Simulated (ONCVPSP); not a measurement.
**Scattering properties, ONCV potential for zinc**

| Item | Value |
| --- | --- |
| Element | zinc (Zn) |
| Generator | ONCVPSP 4.0.1 |
| Type | optimised norm-conserving Vanderbilt (ONCV) |
| Functional | LDA (Perdew-Wang 92) |
| Relativity | fully relativistic |
| Frozen core | [Ne] 3s2 |
| Valence charge | 18 |
| Reference configuration | 3p6 3d10 4s1 (charge +1) |
| Partial waves | 4s: rc 2.05 bohr, ncon 5, nbas 10, qcut 4.1 1/bohr, 2 projectors, debl 1.9 Ha; 3p: rc 0.90 bohr, ncon 4, nbas 9, qcut 13.5 1/bohr, 1 projector; 3d: rc 1.00 bohr, ncon 3, nbas 8, qcut 16 1/bohr, 2 projectors, debl 2.9 Ha |
| Local potential | polynomial inside 0.80 bohr (lpopt 5, dvloc0 2 Ha) |
| Core correction | Teter function, fcfact 5, rcfact 1.8 |

Open shells are filled in proportion to 2j + 1.

The phase is arctan(r·R′/R) of the radial function R(r), unwrapped; energies in Ha, scanned from -5 to 5 Ha. A pole is an energy at which the radial function vanishes at the test radius. The pseudo phase is shifted by a multiple of π to meet the all-electron one at the reference energy, and phase errors are pseudo minus all-electron; the curves can meet again beyond the range given. Levels narrower than the energy grid can be missing from the lists of poles.

Task: For each channel, where are the poles, and over which energies does the pseudopotential scatter like the atom?

Result:

| channel | radius (bohr) | reference energy (Ha) | poles, all-electron | poles, pseudo | unbroken range about the reference energy with phases within 0.05 rad | phase error 1 Ha above the reference energy (rad) |
| --- | --- | --- | --- | --- | --- | --- |
| s | 2.08 | -0.53 | 1.03 | 1.03 | below 3.2 | -0.000 |
| p3/2 | 0.91 | -3.38 | -0.18 | -0.15 | the whole range | +0.000 |
| p1/2 | 0.91 | -3.49 | -0.42 | -0.30 | below 4.3 | +0.001 |
| d5/2 | 1.02 | -0.73 | 1.15 | 1.15 | the whole range | +0.000 |
| d3/2 | 1.02 | -0.75 | 1.12 | 1.12 | the whole range | +0.000 |

Note: ghosts flagged at negative energy: s at -145.1 eV; no localised positive-energy state flagged. A true bound ghost makes a file unfit for plane-wave use.

Phases in the p3/2 channel:

```
E (Ha)  all-electron  pseudo
 -4.96        -0.549  -0.547
 -4.72        -0.689  -0.688
 -4.48        -0.812  -0.811
 -4.24        -0.918  -0.917
 -4.00        -1.008  -1.008
 -3.76        -1.086  -1.086
 -3.52        -1.152  -1.152
 -3.28        -1.209  -1.209
 -3.04        -1.259  -1.258
 -2.80        -1.302  -1.302
 -2.56        -1.340  -1.340
 -2.32        -1.374  -1.373
 -2.08        -1.404  -1.404
 -1.84        -1.432  -1.431
 -1.60        -1.457  -1.456
 -1.36        -1.480  -1.478
 -1.12        -1.501  -1.499
 -0.88        -1.520  -1.519
 -0.64        -1.539  -1.537
 -0.40        -1.556  -1.554
 -0.16        -1.572  -1.570
  0.08        -1.588  -1.585
  0.32        -1.603  -1.600
  0.56        -1.617  -1.614
  0.80        -1.631  -1.628
  1.04        -1.644  -1.641
  1.28        -1.658  -1.654
  1.52        -1.671  -1.667
  1.76        -1.684  -1.679
  2.00        -1.697  -1.692
  2.24        -1.709  -1.704
  2.48        -1.722  -1.716
  2.72        -1.736  -1.729
  2.96        -1.749  -1.742
  3.20        -1.762  -1.755
  3.44        -1.776  -1.768
  3.68        -1.791  -1.781
  3.92        -1.806  -1.795
  4.16        -1.821  -1.810
  4.40        -1.837  -1.825
  4.64        -1.854  -1.841
  4.88        -1.872  -1.857
```
